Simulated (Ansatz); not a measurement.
A nudged elastic band was laid between two geometries of GeH₅NOS (9 atoms, charge 0, multiplicity 1).

Computed with RKS B3LYP/def2-mTZVP (Ansatz 0.2.0).

```json
{"movable images": "5", "climbing image": "yes", "spring": "5.0 eV/Å²", "optimiser": "quadratic models (default)", "start path": "through a guess of the saddle point", "force threshold": "0.03 eV/Å", "iteration limit": "60", "end points": "relaxed"}
```

Initial state:

```xyz
9
Properties=species:S:1:pos:R:3
N -0.095 0.777 -1.526
Ge 0.378 0.089 0.103
O 0.834 -1.600 -0.273
S -1.314 0.081 1.613
H -0.640 0.145 -2.101
H -0.520 1.697 -1.528
H 1.568 0.861 0.692
H 0.381 -2.230 0.303
H -0.504 0.132 2.699
```

Final state:

```xyz
9
Properties=species:S:1:pos:R:3
N -0.383 0.999 -1.131
Ge 0.358 -0.058 0.166
O 0.706 -1.691 -0.499
S -1.146 -0.391 1.800
H -1.273 0.669 -1.488
H 0.228 1.221 -1.910
H 1.648 0.616 0.670
H 1.086 -2.304 0.146
H -1.135 0.894 2.230
```

(1) Which bonds break or form, and what moves?

(2) Give the energies along the band, and the barrier.

(3) What is the geometry of the highest image?

(4) What are the harmonic wavenumbers there?

## Answers

(1) No bond is made or broken. The height of N1 over the plane of its neighbours goes from 0.31 to -0.32 Å.

(2) The forces met the threshold. The highest image is number 4 of 0 to 6, 0.064 eV above the first end and 0.058 eV above the last; the last end lies 0.006 eV above the first. A vibrational analysis at the climbing image gives one clearly imaginary mode, 356i cm⁻¹: a first-order saddle point.

| image | path coordinate (Å) | energy (eV) | height of N1 over the plane of its neighbours (Å) |
| --- | --- | --- | --- |
| 0 | 0.00 | 0.000 | 0.31 |
| 1 | 0.51 | 0.007 | 0.32 |
| 2 | 1.02 | 0.018 | 0.32 |
| 3 | 1.53 | 0.029 | 0.30 |
| 4 | 2.05 | 0.064 | 0.03 |
| 5 | 2.43 | 0.014 | -0.28 |
| 6 | 2.82 | 0.006 | -0.32 |

(3) 
```xyz
9
Properties=species:S:1:pos:R:3
N -0.315 0.806 -1.286
Ge 0.381 -0.078 0.131
O 0.795 -1.733 -0.416
S -1.093 -0.449 1.800
H -1.193 0.560 -1.714
H 0.108 1.643 -1.655
H 1.613 0.716 0.601
H 0.927 -2.354 0.314
H -1.134 0.843 2.208
```

(4) 356i, 115, 170, 188, 225, 231, 303, 381, 673, 683, 703, 730, 760, 878, 957, 1599, 2138, 2630, 3583, 3695, 3809 cm⁻¹.

Run time: 3.6 min on 2 threads of Arm Neoverse V1, on a shared host, peak memory 0.27 GiB.
